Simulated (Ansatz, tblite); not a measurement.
Cost and result up the ladder for ZnCl3⁻ (the lowest singlet isomer of a short search) (4 atoms). The state is a singlet with charge -1. Geometry: PBE-D4/def2-SVPD.

```xyz
4

Zn    0.0001    0.0002    0.0000
Cl   -0.8538   -2.0679    0.1404
Cl    0.2193    0.9886   -2.0002
Cl    0.6344    1.0792    1.8598
```

Ansatz on 4 threads of Intel Xeon on a shared host; xTB runs through tblite on one thread. Times are rough, summed over both states, and most runs start from the orbitals of an earlier one. PBE-QIDH/def2-TZVPD serves as the yardstick here, not as an exact answer. The other state is a quintet at its own geometry, which has other bonds, so the gap mixes isomer and spin.

The xTB rows come from tblite. HSE06 is defined as in plane-wave codes, on full-range PBE exchange. Correlated methods freeze 24 core orbitals. HOMO above LUMO, or a gap near zero within one spin, warns that the state may not be the lowest or that an electron is smeared out. At PBE0-D4/def2-TZVPD a singlet of charge -1 lies 10.81 eV below the quintet, each at its own geometry. The structure comes from a short search, and lower isomers may exist.

Correlated methods converge slowly with the basis.

xTB has no spin-polarisation term.

```
                           level  functions  quintet − singlet (eV)  difference from PBE-QIDH/def2-TZVPD (eV)                                                             remarks
            r2SCAN-D4/def2-TZVPD        189                   10.50                                     -1.15  HOMO above zero (quintet), gap within one spin near zero (quintet)
             PBE-QIDH/def2-TZVPD        189                   11.65                                      0.00                                                                   –
                        GFN1-xTB         31                   12.98                                      1.33                                                                   –
              RPA@PBE/def2-TZVPD        189                    9.46                                     -2.19                                                                   –
               PBE-D4/def2-TZVPD        189                   10.07                                     -1.58  HOMO above zero (quintet), gap within one spin near zero (quintet)
             HSE06-D4/def2-TZVPD        189                   10.75                                     -0.90                                           HOMO above zero (quintet)
            revPBE-D4/def2-TZVPD        189                    9.89                                     -1.76  HOMO above zero (quintet), gap within one spin near zero (quintet)
                        GFN2-xTB         31                   13.45                                      1.80                                                                   –
         CAM-B3LYP-D4/def2-TZVPD        189                   11.35                                     -0.30                                           HOMO above zero (quintet)
PBE0-D4/def2-TZVPD (with forces)        189                   10.81                                     -0.84                                           HOMO above zero (quintet)
               B2PLYP/def2-TZVPD        189                   11.44                                     -0.21                                                                   –
```

Question: Estimate how long each takes.

Answer: GFN1-xTB 0.019 s; GFN2-xTB 0.054 s; PBE-D4/def2-TZVPD 16 s; revPBE-D4/def2-TZVPD 16 s; RPA@PBE/def2-TZVPD 18 s; r2SCAN-D4/def2-TZVPD 28 s; PBE-QIDH/def2-TZVPD 30 s; PBE0-D4/def2-TZVPD (with forces) 34 s; B2PLYP/def2-TZVPD 34 s; HSE06-D4/def2-TZVPD 37 s; CAM-B3LYP-D4/def2-TZVPD 41 s. On shared hardware such times vary by a factor of up to 3.
